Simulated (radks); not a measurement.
Coulomb parameter of the 5d shell of the gold ion Au3+ in the model configuration [Xe] 4f14 5d7 6p1, as a second difference U = [E(n + 0.25) + E(n - 0.25) - 2 E(n)] / (0.25)^2 with all orbitals relaxed. "Bare": the charge of the atom changes with n. "Screened": the 6p shell takes up the change at fixed total charge, which measures U(5d,5d) + U(6p,6p) - 2 U(5d,6p). All-electron calculation, scalar-relativistic Kohn-Sham, PBE, spin-unpolarised, spherical densities, finite nucleus; Fermi nuclear charge, rms radius 5.4371 fm. Program: a radial shooting solver on a logarithmic mesh with Libxc functionals.

case                      configuration  E - E(n) (eV)
start                 [Xe] 4f14 5d7 6p1          0.000
bare +0.25         [Xe] 4f14 5d7.25 6p1        -10.808
bare -0.25         [Xe] 4f14 5d6.75 6p1         11.683
screened +0.25  [Xe] 4f14 5d7.25 6p0.75         -4.782
screened -0.25  [Xe] 4f14 5d6.75 6p1.25          4.938

U(bare) = 13.998 eV, U(screened by 6p) = 2.495 eV, against the Slater integral F0(5d,5d) = 17.566 eV with frozen orbitals.
